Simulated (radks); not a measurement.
Problem. The mean radii <r> (bohr) of the occupied orbitals of an atom or ion are listed with their occupations. Calculated with a radial shooting solver on a logarithmic mesh with Libxc functionals: scalar-relativistic Kohn-Sham, PBEsol, spin-polarised, spherical densities, finite nucleus; Fermi nuclear charge, rms radius of each element as measured or else 0.836 A^(1/3) + 0.57 fm.

| orbital | occ. | <r> |
|---|---|---|
| 1s up | 1 | 0.03345 |
| 1s down | 1 | 0.03345 |
| 2s up | 1 | 0.1457 |
| 2s down | 1 | 0.1457 |
| 2p up | 3 | 0.1270 |
| 2p down | 3 | 0.1270 |
| 3s up | 1 | 0.4016 |
| 3s down | 1 | 0.4014 |
| 3p up | 3 | 0.4013 |
| 3p down | 3 | 0.4011 |
| 3d up | 5 | 0.3808 |
| 3d down | 5 | 0.3803 |
| 4s up | 1 | 0.9394 |
| 4s down | 1 | 0.9397 |
| 4p up | 3 | 0.9936 |
| 4p down | 1 | 0.9955 |

Name the element and its charge. Open shells, if any, are filled with parallel spins first.

Solution. Z = 44, ruthenium, charge +10: Ru10+ in [Ar] 3d10 4s2 4p4. The 1s radius gives Z: for a bare nucleus <r> = (2 gamma + 1)/(2Z) with gamma = sqrt(1 - (Z/c)^2), 0.03289 bohr for Z = 44, and screening makes it slightly larger (0.03345 here). The occupations add up to 34, and the charge is Z minus that.
